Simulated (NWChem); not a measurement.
System: GaN3H6; SMILES [NH2][Ga]([NH2])[NH2]

Here is an NWChem input.

```
start job
memory heap 200 mb stack 900 mb global 1100 mb
geometry units angstroms noautoz
  Ga    -0.002342     0.000078    -0.002241
  N     -0.898043     1.586060     0.023955
  H     -1.876089     1.644656    -0.231109
  H     -0.425740     2.456823    -0.185610
  N      1.820970    -0.015312     0.016843
  H      2.326066    -0.849910     0.289085
  H      2.339857     0.810756     0.289118
  N     -0.924393    -1.570786     0.023958
  H     -0.466686    -2.449369    -0.185603
  H     -1.903346    -1.613047    -0.231053
end
basis spherical
  * library def2-svp
end
dft
  xc b3lyp
  grid xfine
  iterations 150
  mulliken
end
task dft gradient
```

Output (shortened):

```
             Northwest Computational Chemistry Package (NWChem) 7.3.0
             --------------------------------------------------------

 C1  symmetry detected

                             Geometry "geometry" -> ""
                             -------------------------

 Output coordinates in angstroms (scale by  1.889725989 to convert to a.u.)

  No.       Tag          Charge          X              Y              Z
 ---- ---------------- ---------- -------------- -------------- --------------
    1 Ga                  31.0000    -0.00092327     0.00004764    -0.00443713
    2 N                    7.0000    -0.88840132     1.59010077     0.04474806
    3 H                    1.0000    -1.87230814     1.65325297    -0.18547852
    4 H                    1.0000    -0.41756758     2.45876344    -0.17651321
    5 N                    7.0000     1.82219836    -0.02368722    -0.03148996
    6 H                    1.0000     2.33019178    -0.86067592     0.22770902
    7 H                    1.0000     2.35158533     0.79990954     0.22774651
    8 N                    7.0000    -0.92920170    -1.56659154     0.04474589
    9 H                    1.0000    -0.48097149    -2.44718972    -0.17651439
   10 H                    1.0000    -1.91447584    -1.60429115    -0.18542623

 Effective nuclear repulsion energy (a.u.)     289.6324912564

                                 NWChem DFT Module
                                 -----------------

 Summary of "ao basis" -> "ao basis" (spherical)
 ------------------------------------------------------------------------------
       Tag                 Description            Shells   Functions and Types
 ---------------- ------------------------------  ------  ---------------------
 Ga                         def2-svp                12       32   5s4p3d
 N                          def2-svp                 6       14   3s2p1d
 H                          def2-svp                 3        5   2s1p

            General Information
            -------------------
          SCF calculation type: DFT
          Wavefunction type:  closed shell.
          No. of atoms     :    10
          No. of electrons :    58
           Alpha electrons :    29
            Beta electrons :    29
          Charge           :     0
          Spin multiplicity:     1
          Use of symmetry is: off; symmetry adaption is: off
          Maximum number of iterations: 150
          AO basis - number of functions:   104
                     number of shells:    48
          Convergence on energy requested:  1.00D-06
          Convergence on density requested:  1.00D-05
          Convergence on gradient requested:  5.00D-04

              XC Information
              --------------
                         B3LYP Method XC Potential
                     Hartree-Fock (Exact) Exchange  0.200
                        Slater Exchange Functional  0.800 local
                    Becke 1988 Exchange Functional  0.720 non-local
              Lee-Yang-Parr Correlation Functional  0.810
                  VWN I RPA Correlation Functional  0.190 local

             Grid Information
             ----------------
          Grid used for XC integration:  xfine
          Radial quadrature: Mura-Knowles
          Angular quadrature: Lebedev.
          Tag              B.-S. Rad. Rad. Pts. Rad. Cut. Ang. Pts.
          ---              ---------- --------- --------- ---------
          Ga                  1.30      160           9.0      1454
          N                   0.65      100          11.0      1454
          H                   0.35      100          13.0      1202
          Grid pruning is: on
          Number of quadrature shells:  1060
          Spatial weights used:  Erf1

      Superposition of Atomic Density Guess
      -------------------------------------

 Sum of atomic energies:       -2088.70407988

      Non-variational initial energy
      ------------------------------

 Total energy =   -2090.354147
 1-e energy   =   -3484.950052
 2-e energy   =    1104.963414
 HOMO         =      -0.339179
 LUMO         =      -0.013814

     ---------------------------------------------
      Total Density - Mulliken Population Analysis
     ---------------------------------------------

    Atom       Charge   Shell Charges
 -----------   ------   -------------------------------------------------------
    1 Ga  31    29.84   2.00  2.00  2.00  0.75  0.07  6.00  5.98  0.61  0.26  8.10  1.84  0.24
    2 N    7     7.86   1.99  1.03  0.47  2.61  1.76  0.01
    3 H    1     0.76   0.60  0.12  0.05
    4 H    1     0.76   0.60  0.12  0.05
    5 N    7     7.86   1.99  1.03  0.47  2.60  1.76  0.01
    6 H    1     0.76   0.60  0.12  0.05
    7 H    1     0.76   0.60  0.12  0.05
    8 N    7     7.86   1.99  1.03  0.47  2.61  1.76  0.01
    9 H    1     0.76   0.60  0.12  0.05
   10 H    1     0.76   0.60  0.12  0.05

   convergence    iter        energy       DeltaE   RMS-Dens  Diis-err
 ---------------- ----- ----------------- --------- --------- ---------
 d= 0,ls=0.0,diis     1  -2092.3611642148 -2.38D+03  1.11D-02  7.43D-01
 d= 0,ls=0.0,diis     2  -2092.3356035013  2.56D-02  5.86D-03  1.02D+00
 d= 0,ls=0.0,diis     3  -2092.4469030540 -1.11D-01  1.03D-03  2.88D-02
 d= 0,ls=0.0,diis     4  -2092.4495589629 -2.66D-03  3.23D-04  5.73D-03
 d= 0,ls=0.0,diis     5  -2092.4498509685 -2.92D-04  4.64D-05  8.82D-05
  Resetting Diis
 d= 0,ls=0.0,diis     6  -2092.4498563044 -5.34D-06  1.05D-05  1.39D-06
 d= 0,ls=0.0,diis     7  -2092.4498563471 -4.27D-08  1.30D-05  8.05D-07
 d= 0,ls=0.0,diis     8  -2092.4498561454  2.02D-07  8.34D-06  2.58D-06

         Total DFT energy =    -2092.449856145442
      One electron energy =    -3489.358237924892
           Coulomb energy =     1205.470393391542
    Exchange-Corr. energy =      -98.194502868508
 Nuclear repulsion energy =      289.632491256417

 Numeric. integr. density =       57.999999905105

                       DFT Final Molecular Orbital Analysis
                       ------------------------------------

 Vector   27  Occ=2.000000D+00  E=-2.640771D-01
              MO Center= -4.6D-02,  1.0D-03,  1.8D-02, r^2= 3.9D+00
   Bfn.  Coefficient  Atom+Function         Bfn.  Coefficient  Atom+Function
  ----- ------------  ---------------      ----- ------------  ---------------
    38      0.289419   2 N  pz               86      0.289265   8 N  pz
    62      0.263288   5 N  pz               41     -0.227465   2 N  pz
    89     -0.227336   8 N  pz               17     -0.207581   1 Ga pz
    65     -0.208033   5 N  pz               14     -0.179978   1 Ga pz
    60     -0.118587   5 N  px               11      0.108635   1 Ga pz

 Vector   28  Occ=2.000000D+00  E=-2.257256D-01
              MO Center=  9.6D-01, -8.4D-03, -3.0D-02, r^2= 3.3D+00
   Bfn.  Coefficient  Atom+Function         Bfn.  Coefficient  Atom+Function
  ----- ------------  ---------------      ----- ------------  ---------------
    62      0.471227   5 N  pz               65     -0.405116   5 N  pz
    38     -0.229405   2 N  pz               86     -0.227534   8 N  pz
    41      0.197301   2 N  pz               89      0.195678   8 N  pz
    59      0.095326   5 N  s                63      0.093293   5 N  px
    21     -0.090963   1 Ga d  1             60     -0.090278   5 N  px

 Vector   29  Occ=2.000000D+00  E=-2.232697D-01
              MO Center= -9.0D-01,  7.1D-03,  9.5D-02, r^2= 3.4D+00
   Bfn.  Coefficient  Atom+Function         Bfn.  Coefficient  Atom+Function
  ----- ------------  ---------------      ----- ------------  ---------------
    38      0.403554   2 N  pz               86     -0.404727   8 N  pz
    41     -0.350481   2 N  pz               89      0.351484   8 N  pz
    19      0.090060   1 Ga d -1             37      0.078941   2 N  py
    85      0.077914   8 N  py               40     -0.073109   2 N  py
    88     -0.072152   8 N  py               83      0.050580   8 N  s

 Vector   30  Occ=0.000000D+00  E= 1.055795D-02
              MO Center= -1.8D-02,  4.8D-04, -1.3D-01, r^2= 6.6D+00
   Bfn.  Coefficient  Atom+Function         Bfn.  Coefficient  Atom+Function
  ----- ------------  ---------------      ----- ------------  ---------------
     5      0.971102   1 Ga s                35     -0.682754   2 N  s
    59     -0.682651   5 N  s                83     -0.682563   8 N  s
    48      0.275278   3 H  s               101      0.275237  10 H  s
    72      0.273851   6 H  s                77      0.273793   7 H  s
    53      0.270567   4 H  s                96      0.270552   9 H  s

 Vector   31  Occ=0.000000D+00  E= 4.988488D-02
              MO Center=  9.6D-03, -8.5D-05,  3.5D-02, r^2= 4.3D+00
   Bfn.  Coefficient  Atom+Function         Bfn.  Coefficient  Atom+Function
  ----- ------------  ---------------      ----- ------------  ---------------
    17      0.829854   1 Ga pz               14      0.363071   1 Ga pz
    65     -0.254490   5 N  pz               41     -0.240327   2 N  pz
    89     -0.240324   8 N  pz               62      0.215977   5 N  pz
    38      0.209011   2 N  pz               86      0.209008   8 N  pz
    11     -0.182458   1 Ga pz               15      0.150992   1 Ga px

 Vector   32  Occ=0.000000D+00  E= 7.327943D-02
              MO Center=  4.8D-01, -6.5D-02,  7.6D-02, r^2= 8.4D+00
   Bfn.  Coefficient  Atom+Function         Bfn.  Coefficient  Atom+Function
  ----- ------------  ---------------      ----- ------------  ---------------
    59      1.164057   5 N  s                15     -0.708039   1 Ga px
    83     -0.647604   8 N  s                77     -0.577934   7 H  s
    72     -0.572779   6 H  s                35     -0.533046   2 N  s
   101      0.374715  10 H  s                48      0.320844   3 H  s
    96      0.279873   9 H  s                53      0.220288   4 H  s

     ---------------------------------------------
      Total Density - Mulliken Population Analysis
     ---------------------------------------------

    Atom       Charge   Shell Charges
 -----------   ------   -------------------------------------------------------
    1 Ga  31    30.52   2.00  2.00  1.99  0.88  0.03  6.00  5.98  0.94  0.43  8.04  1.85  0.38
    2 N    7     7.37   1.99  0.98  0.44  2.45  1.51  0.01
    3 H    1     0.90   0.72  0.13  0.05
    4 H    1     0.90   0.72  0.13  0.05
    5 N    7     7.37   1.99  0.98  0.44  2.45  1.51  0.01
    6 H    1     0.90   0.72  0.13  0.05
    7 H    1     0.90   0.72  0.13  0.05
    8 N    7     7.37   1.99  0.98  0.44  2.45  1.51  0.01
    9 H    1     0.90   0.72  0.13  0.05
   10 H    1     0.90   0.72  0.13  0.05

     -------------------------------------------
      Total Density - Lowdin Population Analysis
     -------------------------------------------

    Atom       Charge   Shell Charges
 -----------   ------   -------------------------------------------------------
    1 Ga  31    30.83   2.00  2.00  1.93  0.58  0.21  5.99  5.84  1.10  0.60  7.78  2.05  0.73
    2 N    7     7.19   1.97  0.70  0.44  2.24  1.82  0.02
    3 H    1     0.94   0.60  0.21  0.13
    4 H    1     0.93   0.60  0.21  0.13
    5 N    7     7.19   1.97  0.70  0.44  2.24  1.82  0.02
    6 H    1     0.93   0.60  0.21  0.13
    7 H    1     0.93   0.60  0.21  0.13
    8 N    7     7.19   1.97  0.70  0.44  2.24  1.82  0.02
    9 H    1     0.93   0.60  0.21  0.13
   10 H    1     0.94   0.60  0.21  0.13

     Multipole analysis of the density
     ---------------------------------

     L   x y z        total         alpha         beta         nuclear
     -   - - -        -----         -----         ----         -------
     0   0 0 0     -0.000000    -29.000000    -29.000000     58.000000

     1   1 0 0     -0.016219     -0.008109     -0.008109      0.000000
     1   0 1 0      0.000398      0.000199      0.000199     -0.000000
     1   0 0 1     -0.220059     -0.110030     -0.110030     -0.000000

     2   2 0 0    -22.358820   -106.433591   -106.433591    190.508363
     2   1 1 0      0.002362     -0.000433     -0.000433      0.003229
     2   1 0 1      2.678051     -0.368260     -0.368260      3.414572
     2   0 2 0    -22.159250   -106.791653   -106.791653    191.424057
     2   0 1 1     -0.034780      0.004768      0.004768     -0.044316
     2   0 0 2    -27.896188    -14.430907    -14.430907      0.965627

            General Information
            -------------------
          SCF calculation type: DFT
          Wavefunction type:  closed shell.
          No. of atoms     :    10
          No. of electrons :    58
           Alpha electrons :    29
            Beta electrons :    29
          Charge           :     0
          Spin multiplicity:     1
          Use of symmetry is: off; symmetry adaption is: off
          Maximum number of iterations: 150
          AO basis - number of functions:   104
                     number of shells:    48
          Convergence on energy requested:  1.00D-06
          Convergence on density requested:  1.00D-05
          Convergence on gradient requested:  5.00D-04

              XC Information
              --------------
                         B3LYP Method XC Potential
                     Hartree-Fock (Exact) Exchange  0.200
                        Slater Exchange Functional  0.800 local
                    Becke 1988 Exchange Functional  0.720 non-local
              Lee-Yang-Parr Correlation Functional  0.810
                  VWN I RPA Correlation Functional  0.190 local

             Grid Information
             ----------------
          Grid used for XC integration:  xfine
          Radial quadrature: Mura-Knowles
          Angular quadrature: Lebedev.
          Tag              B.-S. Rad. Rad. Pts. Rad. Cut. Ang. Pts.
          ---              ---------- --------- --------- ---------
          Ga                  1.30      160           9.0      1454
          N                   0.65      100          11.0      1454
          H                   0.35      100          13.0      1202
          Grid pruning is: on
          Number of quadrature shells:  1060
          Spatial weights used:  Erf1

          Convergence Information
          -----------------------
          Convergence aids based upon iterative change in
          total energy or number of iterations.
          Levelshifting, if invoked, occurs when the
          HOMO/LUMO gap drops below (HL_TOL):  1.00D-02
          DIIS, if invoked, will attempt to extrapolate
          using up to (NFOCK): 10 stored Fock matrices.

                    Damping( 0%)  Levelshifting(0.5)       DIIS
                  --------------- ------------------- ---------------
          dE  on:    start            ASAP                start
          dE off:    2 iters        150 iters           150 iters

                            NWChem DFT Gradient Module
                            --------------------------

  charge          =   0.00
  wavefunction    = closed shell

                         DFT ENERGY GRADIENTS

    atom               coordinates                        gradient
                 x          y          z           x          y          z
   1 Ga     -0.001745   0.000090  -0.008385    0.000030   0.000031   0.000253
   2 N      -1.678835   3.004855   0.084562    0.001094  -0.002143  -0.000776
   3 H      -3.538149   3.124195  -0.350504    0.001759  -0.000259   0.000351
   4 H      -0.789088   4.646389  -0.333562   -0.000654  -0.001647   0.000318
   5 N       3.443456  -0.044762  -0.059507   -0.002101   0.000023   0.001000
   6 H       4.403424  -1.626442   0.430308   -0.001187   0.001427  -0.000519
   7 H       4.443852   1.511610   0.430379   -0.001241  -0.001403  -0.000521
   8 N      -1.755937  -2.960429   0.084557    0.001170   0.002133  -0.000758
   9 H      -0.908904  -4.624518  -0.333564   -0.000591   0.001622   0.000309
  10 H      -3.617835  -3.031671  -0.350405    0.001722   0.000216   0.000342
```

Level: B3LYP/def2-SVP. Geometry: optimised at PBE0/def2-SVP. B3LYP is NWChem's, with the RPA form of VWN correlation.
